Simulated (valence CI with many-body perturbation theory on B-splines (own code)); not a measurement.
# E1 transitions of Mn V

Calculated by relativistic CI+MBPT: three valence electrons over a frozen Dirac-Fock core [Ar], a basis of 9 s, 9 p, 10 d, 8 f, 5 g, 3 h, 1 i functions for each j, with the one-electron correlation potential Σ1 (screened to all orders), the two-electron term Σ2, the three-electron term Σ3, Breit, model QED; selected single and double excitations, second order for the rest, scaled by the run's own slope (own B-spline code, finite nucleus).

Against 62 measured levels this calculation errs by 835 cm⁻¹ on average and by 1518 at most. These come from a selection out of Corliss and Sugar, J. Phys. Chem. Ref. Data 6, 1253 (1977). Levels without a partner in it may be off by more, other configurations by 1,000 to 8,000 cm⁻¹.

Lines 151 to 200 of 266 in falling wavelength, among levels below 270780 cm⁻¹, chosen from the strongest by gf and those to the six lowest levels. Wavelengths and rates use the calculated energies, so an error of 800 cm⁻¹ moves a line at 41.80 nm by 0.33 % and its rate by three times that or more. Electric multipoles are in the length gauge, E1 and E2 with the static RPA response of the core. Weak lines are less certain than strong ones. Lines between different terms over intervals too small for the method are left out, as are lines whose strength nearly cancels. Where a level lies close to another of its J and parity, the split of strength between their lines is uncertain. The highest levels of a list are the least certain.

Names give the largest LS component (configuration and term), which can be under half, so a name can repeat, a term be missing and a line seem to break the LS rules; names also repeat where a configuration has a term twice. Letters in brackets count levels of one name in rising energy.

| λ vac (nm) | λ from measured levels | Upper | Lower | A (s⁻¹) | log gf | Branch % |
| --- | --- | --- | --- | --- | --- | --- |
| 41.80 | 41.60 | 3d2 4p 4S°_3/2 | 3d3 4P_5/2 | 3.56e+09 | -0.43 | 39.8 |
| 41.73 | 41.60 | 3d2 4p 2G°_9/2 [b] | 3d3 2H_11/2 | 5.63e+09 | 0.17 | 66.3 |
| 41.72 | 41.52 | 3d2 4p 4S°_3/2 | 3d3 4P_3/2 | 2.74e+09 | -0.54 | 30.6 |
| 41.69 | 41.56 | 3d2 4p 2G°_7/2 [b] | 3d3 2H_9/2 | 6.01e+09 | 0.10 | 70.4 |
| 41.69 | 41.49 | 3d2 4p 4S°_3/2 | 3d3 4P_1/2 | 1.50e+09 | -0.80 | 16.8 |
| 41.69 | 41.48 | 3d2 4p 4G°_5/2 | 3d3 4F_7/2 | 7.87e+06 | -2.91 | 0.5 |
| 41.64 | 41.43 | 3d2 4p 4G°_7/2 | 3d3 4F_9/2 | 1.58e+07 | -2.48 | 1.0 |
| 41.60 | 41.40 | 3d2 4p 4G°_5/2 | 3d3 4F_5/2 | 2.23e+06 | -3.46 | 0.1 |
| 41.54 | 41.34 | 3d2 4p 4G°_5/2 | 3d3 4F_3/2 | 6.29e+08 | -1.01 | 41.2 |
| 41.54 | 41.33 | 3d2 4p 4G°_7/2 | 3d3 4F_7/2 | 1.26e+07 | -2.58 | 0.8 |
| 41.49 | 41.38 | 3d2 4p 2F°_5/2 [b] | 3d3 2G_7/2 | 5.54e+09 | -0.07 | 79.3 |
| 41.46 | 41.25 | 3d2 4p 2P°_3/2 | 3d3 4P_3/2 | 2.02e+08 | -1.68 | 2.9 |
| 41.46 | 41.26 | 3d2 4p 4G°_9/2 | 3d3 4F_9/2 | 9.39e+07 | -1.62 | 5.7 |
| 41.46 | 41.25 | 3d2 4p 4G°_7/2 | 3d3 4F_5/2 | 7.32e+08 | -0.82 | 46.1 |
| 41.44 | 41.22 | 3d2 4p 2P°_3/2 | 3d3 4P_1/2 | 5.72e+07 | -2.23 | 0.8 |
| 41.40 | 41.15 | 3d2 4p 2F°_5/2 [b] | 3d3 4P_3/2 | 2.27e+07 | -2.46 | 0.3 |
| 41.39 | 41.19 | 3d2 4p 4F°_3/2 | 3d3 4F_5/2 | 6.89e+08 | -1.15 | 11.3 |
| 41.39 | 41.27 | 3d2 4p 2F°_7/2 [b] | 3d3 2G_9/2 | 5.08e+09 | 0.02 | 74.0 |
| 41.38 | 41.18 | 3d2 4p 4F°_5/2 | 3d3 4F_7/2 | 5.23e+08 | -1.09 | 8.6 |
| 41.36 | 41.16 | 3d2 4p 4G°_9/2 | 3d3 4F_7/2 | 7.58e+08 | -0.71 | 46.2 |
| 41.36 | 41.16 | 3d2 4p 4F°_7/2 | 3d3 4F_9/2 | 2.84e+08 | -1.24 | 4.7 |
| 41.33 | 41.13 | 3d2 4p 4F°_3/2 | 3d3 4F_3/2 | 4.46e+09 | -0.34 | 72.9 |
| 41.30 | 41.10 | 3d2 4p 4F°_5/2 | 3d3 4F_5/2 | 4.07e+09 | -0.20 | 66.7 |
| 41.30 | 41.08 | 3d2 4p 2P°_1/2 | 3d3 4P_3/2 | 1.06e+07 | -3.27 | 0.2 |
| 41.27 | 41.05 | 3d2 4p 2P°_1/2 | 3d3 4P_1/2 | 1.01e+07 | -3.29 | 0.1 |
| 41.26 | 41.06 | 3d2 4p 4F°_7/2 | 3d3 4F_7/2 | 4.39e+09 | -0.05 | 72.9 |
| 41.25 | 41.05 | 3d2 4p 4G°_11/2 | 3d3 4F_9/2 | 5.91e+08 | -0.74 | 42.4 |
| 41.24 | 41.04 | 3d2 4p 4F°_5/2 | 3d3 4F_3/2 | 5.96e+08 | -1.04 | 9.8 |
| 41.23 | 41.03 | 3d2 4p 4F°_9/2 | 3d3 4F_9/2 | 4.84e+09 | 0.09 | 81.6 |
| 41.18 | 40.98 | 3d2 4p 4F°_7/2 | 3d3 4F_5/2 | 4.93e+08 | -1.00 | 8.2 |
| 41.17 | 41.01 | 3d2 4p 4D°_1/2 [b] | 3d3 4P_3/2 | 8.56e+07 | -2.36 | 2.5 |
| 41.14 | 40.98 | 3d2 4p 4D°_1/2 [b] | 3d3 4P_1/2 | 4.96e+08 | -1.60 | 14.7 |
| 41.13 | 40.93 | 3d2 4p 4F°_9/2 | 3d3 4F_7/2 | 2.22e+08 | -1.25 | 3.7 |
| 41.11 | 40.95 | 3d2 4p 4D°_3/2 [b] | 3d3 4P_3/2 | 2.40e+08 | -1.61 | 7.0 |
| 41.08 | 40.92 | 3d2 4p 4D°_3/2 [b] | 3d3 4P_1/2 | 2.91e+08 | -1.53 | 8.5 |
| 41.07 | 40.87 | 3d2 4p 2F°_5/2 [a] | 3d3 4F_7/2 | 5.17e+08 | -1.11 | 12.3 |
| 41.03 | 40.83 | 3d2 4p 2F°_7/2 [a] | 3d3 4F_9/2 | 1.27e+09 | -0.59 | 24.6 |
| 41.00 | 40.84 | 3d2 4p 4D°_5/2 [b] | 3d3 4P_3/2 | 4.72e+08 | -1.15 | 13.2 |
| 40.99 | 40.95 | 3d2 4p 4D°_7/2 [b] | 3d3 2G_9/2 | 4.03e+08 | -1.09 | 11.0 |
| 40.99 | 40.79 | 3d2 4p 2F°_5/2 [a] | 3d3 4F_5/2 | 9.16e+05 | -3.86 | 0.0 |
| 40.93 | 40.73 | 3d2 4p 2F°_7/2 [a] | 3d3 4F_7/2 | 7.27e+07 | -1.84 | 1.4 |
| 40.93 | 40.73 | 3d2 4p 2F°_5/2 [a] | 3d3 4F_3/2 | 1.63e+07 | -2.61 | 0.4 |
| 40.91 | 40.71 | 3d2 4p 2D°_3/2 [b] | 3d3 4P_3/2 | 2.87e+07 | -2.54 | 0.6 |
| 40.89 | 40.73 | 3d2 4p 4D°_7/2 [b] | 3d3 4P_5/2 | 4.80e+08 | -1.02 | 13.2 |
| 40.88 | 40.68 | 3d2 4p 2D°_3/2 [b] | 3d3 4P_1/2 | 1.64e+05 | -4.78 | 0.0 |
| 40.86 | 40.68 | 3d2 4p 2D°_3/2 [a] | 3d3 4F_5/2 | 2.41e+09 | -0.62 | 40.4 |
| 40.85 | 40.66 | 3d2 4p 2F°_7/2 [a] | 3d3 4F_5/2 | 2.14e+07 | -2.37 | 0.4 |
| 40.82 | 40.64 | 3d2 4p 4D°_5/2 [a] | 3d3 4F_7/2 | 3.15e+09 | -0.33 | 46.4 |
| 40.81 | 40.61 | 3d2 4p 2D°_5/2 [b] | 3d3 4P_3/2 | 1.29e+06 | -3.72 | 0.0 |
| 40.80 | 40.62 | 3d2 4p 2D°_3/2 [a] | 3d3 4F_3/2 | 5.61e+07 | -2.25 | 0.9 |
